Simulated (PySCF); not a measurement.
**Excitation energy of Tc⁺ by level of theory**

Tc⁺ [Kr] 4d5 5s1 (7S) → Tc⁺ [Kr] 4d4 5s1 6s1 (7D), as a difference of total energies. Computed with PySCF 2.14 in dyall-av2z (22s15p11d2f, 136 functions), with the non-relativistic Hamiltonian (point nucleus). Correlated levels: valence: [Kr] frozen; virtual orbitals above 40 to 60 times the deepest correlated orbital energy dropped. The calculations carry no spin-orbit coupling.

| method | excitation energy (cm⁻¹) |
| --- | --- |
| UHF | 116070 |
| LDA | 121630 |
| PBE | 120110 |
| PBE0 | 120730 |
| r2SCAN | 123050 |
| BP86 | 120270 |
| revPBE | 120200 |
| MP2 (valence) | 120090 |
| SCS-MP2 (valence) | 117410 |

A first-order spin-orbit estimate (lowest level to lowest level, LS coupling) adds -0.156 eV.

The promoted electron is Rydberg-like, and one or two diffuse shells describe it only roughly, which tends to raise the upper state.
